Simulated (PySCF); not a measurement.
C4H8ClF, SMILES CCC[C@@H](F)Cl. The structure is a stationary point at B3LYP-D3(BJ)/def2-SVP. The structure was generated by enumeration; whether it is a known compound was not checked. One conformer was computed; it need not be the lowest.

These are B3LYP-D3(BJ)/def2-SVP (PySCF 2.14.0) values and carry that method's errors.

Harmonic wavenumbers (cm⁻¹): 91, 110, 152, 256, 311, 356, 394, 508, 759, 775, 867, 911, 981, 1058, 1103, 1147, 1152, 1237, 1267, 1318, 1321, 1384, 1402, 1408, 1454, 1470, 1472, 1485, 3025, 3026, 3049, 3075, 3087, 3102, 3111, 3114. Rotational constants (GHz): 6.071, 1.275, 1.107; symmetry number 1.

Q: Work out the zero-point energy and the ideal-gas rigid-rotor harmonic-oscillator thermochemistry at 298.15 K and 1 atm.

A: ZPE = ½ Σ hcν = ½ × 50739 cm⁻¹ = 303.49 kJ/mol. H − E(el) = 324.95 kJ/mol. Entropy in J/(mol K): translation 167.43, rotation 117.23, vibration 69.82, total 354.49. G − E(el) = 219.26 kJ/mol. Cp = 111.41 J/(mol K). Modes under 150 cm⁻¹ make the vibrational entropy uncertain.
